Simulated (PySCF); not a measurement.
SMILES O=C[N]C (C2H4NO), doublet at its CAM-B3LYP/def2-SVP optimised geometry (Å):

```
8

C     -0.9594     0.6780     0.0000
N     -0.3067    -0.5901     0.0000
C      1.0684    -0.5901     0.0000
O      1.7512     0.2993    -0.4663
H     -1.7512     0.6882    -0.7660
H     -1.4823     0.7887     0.9695
H     -0.2706     1.5271    -0.1367
H      1.5109    -1.5271     0.4018
```

Calculation: PySCF 2.14.0 with unrestricted CAM-B3LYP/def2-TZVP.

Map of the Laplacian of the electron density (e/bohr⁵) on the plane z = 0.6 Å:

```
|###############################|
|###############################|
|###############################|
|###############################|
|###############################|
|###############################|
|###############################|
|###############################|
|###############################|
|#########%%%%%%################|
|########%%%%%%%%###############|
|#######%%#+*%%%%###############|
|#######%%= .#@%%###############|
|#######%%*--#@%%%##%%%%%#######|
|########%%%%%@@%%%%%%%%%#######|
|#########%%@@@@@%%%%%%%%#######|
|##########%@@@@@@%%%%%%%#######|
|##########%%@@%@@%%%%%%%#######|
|###########%@%%@@@%##%%%#######|
|###########%%@@@@@@#+#%%#######|
|############%%%%%%%#=-%%#######|
|#################%%%=.%%#######|
|###################%%%%########|
|###############################|
|###############################|
|###############################|
|###############################|
|###############################|
|###############################|
|###############################|
|###############################|
```
Scale: ten equal steps from -0.841 (start of ' ') to 0.296 (end of '@'), in the order ' .:-=+*#%@'; x runs from -4.00 to 4.00, y from -4.00 (bottom) to 4.00 (top).
